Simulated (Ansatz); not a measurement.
Z-matrix (Å, degrees):
```
C
N 1 1.441
H 1 1.100 2 111.4
H 1 1.100 2 111.4 3 119.7
H 1 1.092 2 111.0 3 -120.1
C 2 1.439 1 114.0 3 -59.9
In 2 1.987 1 121.7 3 120.1
H 6 1.100 2 111.5 1 -59.9
H 6 1.093 2 111.5 1 180.0
H 6 1.100 2 111.5 1 59.9
F 7 1.956 2 112.0 1 0.1
S 7 2.356 2 132.5 1 -180.0
H 12 1.345 7 91.4 2 -180.0
```

The species carries charge 0 and has multiplicity 1. In: def2 effective core potential.

Task: List the PBE0/def2-TZVPP orbital energies in eV (the Gaussian-basis code of Ansatz). (Estimate.)

Result: Computed: Occupied: -2422.75, -671.96, -391.52, -278.95, -278.78, -218.08, -161.90, -161.85, -161.72, -128.78, -85.26, -85.05, -84.98, -30.64, -25.32, -22.22, -21.81, -21.80, -21.76, -21.68, -20.12, -19.84, -17.09, -13.66, -12.81, -12.74, -11.82, -11.47, -11.07, -10.65, -10.19, -10.16, -9.58, -8.90, -7.94, -6.43. Lowest empty: -1.62, -0.69, 0.14, 0.77, 1.10, 1.96, 2.11, 2.78.
